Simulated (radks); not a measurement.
Values are calculated unless marked as measured or tabulated.
The calcium ion Ca+ inside a hard spherical wall (all orbitals vanish at R), configuration held at [Ar] 4s1 and not refilled when levels cross. Code: a radial shooting solver on a logarithmic mesh with Libxc functionals. Model: non-relativistic Kohn-Sham, LDA (Slater exchange, Perdew-Wang correlation), spin-polarised, spherical densities, point nucleus; open shells are filled with parallel spins first. Eigenvalues in eV for spin up, with the zero of energy where the potential of the charges vanishes at infinity; a dash marks a level that is unbound or too diffuse for the functional's potential to be trusted. A positive occupied level is held by the wall or, in an anion where self-interaction has pushed it up, behind a barrier. The pressure on the wall is -dE/dV.

R (bohr)  E (hartree)  kinetic (hartree)    e(2p)    e(3s)    e(3p)   e(4s)  e(3d, empty)  e(4p, empty)  pressure (GPa)
free       -675.50684            674.445  -341.30  -53.367  -34.961  -9.458        -8.843        -6.345               0
20         -675.50684            674.445  -341.30  -53.367  -34.961  -9.458        -8.843        -6.345        < 0.0001
15         -675.50684            674.445  -341.30  -53.367  -34.961  -9.458        -8.843        -6.345        < 0.0001
6          -675.47805            674.613  -340.49  -52.627  -34.241  -8.320        -8.150        -4.288            2.15
4          -675.21145            675.623  -337.54  -50.274  -31.953  -0.205        -5.211         6.612            54.2
3.5        -674.93675            676.627  -335.23  -48.659  -30.317   7.076        -2.920        15.339             151
2          -667.80286            700.201  -296.77  -20.465    0.446  127.00        33.102        139.38            9810
1.5        -650.26691            747.469  -244.03   37.488   60.963  331.13        90.339        334.29           68300
